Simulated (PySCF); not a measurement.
B(Cl)(Me)(SMe) (C2H6BClS), SMILES CSB(C)Cl. Coordinates come from a PBE-D3(BJ)/def2-SVP optimisation. This is a generated structure with no PubChem entry under its InChIKey; it may be hypothetical. One conformer was computed; it need not be the lowest.

Computed equilibrium geometry at PBE-D3(BJ)/def2-SVP (PySCF confirms it by a frequency run) as Cartesian coordinates in Å, and its point group (one conformer of several):
point group Cs.
```xyz
11

B     -0.3092    -0.3946     0.0000
Cl     0.3909    -2.0311     0.0000
C     -1.8659    -0.1788     0.0000
H     -2.1823     0.4122     0.8866
H     -2.4270    -1.1322     0.0000
H     -2.1823     0.4122    -0.8866
S      0.9075     0.9306     0.0000
C     -0.1175     2.4479     0.0000
H     -0.7531     2.5001    -0.9042
H      0.5794     3.3063     0.0000
H     -0.7531     2.5001     0.9042
```
